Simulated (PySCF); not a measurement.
**Simulated characterisation data**

Method: NMR shieldings at PBE0/pcSseg-1/GIAO, GFN2-xTB structure, in PySCF 2.14 (relativity neglected, a single conformation, no solvent, fast rotation and ring inversion assumed for equivalent nuclei).

Scale: ¹H (31.72 ppm) and ¹³C (186.93 ppm) vs TMS (reference shieldings calculated alike). Where no couplings were computed, multiplicities follow the n + 1 count of equivalent neighbours, and m marks all less simple cases (inequivalent or close neighbours, rings, F or P nearby). Shifts are as computed. Against solution values, carbons near 30 ppm lie about +3 ppm off and those near 130 ppm about +5 ppm; carbons on Cl a further +6 ppm. Of 1211 compounds with measured shifts, 218 miss one by over three times the rms of a fit or turn the order of signals round; such compounds aren't used in these exercises. Carbons bonded to Cl come out too deshielded.

**1.** `C=N/C(=C/Cl)OC`, C$_{4}$H$_{6}$ClNO. ¹H NMR (500 MHz, computed): δ 7.57 (d, 1H), 7.06 (d, 1H), 6.13 (s, 1H), 4.48 (s, 3H). ¹³C{¹H} NMR (computed): δ 161.0 (C), 151.2 (CH2), 112.1 (CH), 59.6 (CH3).

**2.** SMILES COC(=C)C(=O)O[SiH3], C$_{4}$H$_{8}$O$_{3}$Si. ¹H NMR (500 MHz, computed): δ 5.93 (br s, 1H), 4.87 (s, 3H), 4.61 (br s, 1H), 3.77 (s, 3H). ¹³C{¹H} NMR (computed): δ 169.4 (C), 161.1 (C), 99.6 (CH2), 56.6 (CH3).
